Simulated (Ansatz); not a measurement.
Consider the redistribution: `NB(N)F` + `F[SiH]1CC1` → `NBN` + `F[C@H]1C[Si@@H]1F`.

Isolated molecules relaxed with PBE0-D4/def2-TZVP in Ansatz; ΔE leaves out vibrations. CCSD(T)/CBS adds triple-zeta CCSD(T) − MP2 to the extrapolated MP2 energy (def2 sets, frozen cores). Functionals use def2-TZVPP. One conformer a species, not always the lowest.

CCSD(T)/CBS gives +235.4 kJ/mol.

(1) Another level gave +244.8 kJ/mol. Which?
A. PBE-QIDH/def2-TZVPP
B. revPBE-D4/def2-TZVPP
C. LC-ωPBE/def2-TZVPP
D. HF/def2-TZVPP

Largest T1 diagnostic among the species: 0.012.

## Answers

(1) D. HF/def2-TZVPP 244.8, revPBE-D4 215.9, PBE-QIDH 238.7, LC-ωPBE 230.7 kJ/mol.

From r2SCAN to r2SCAN0 (25 % exact exchange), in def2-TZVPP and without D4, ΔE moves by +6.8 kJ/mol. Leaving LDA and LC-ωPBE aside and taking each functional with its dispersion term where it has one, the values spread over 22.8 kJ/mol, from revPBE-D4 to PBE-QIDH. LDA lies +4.4 kJ/mol from PBE without D4.
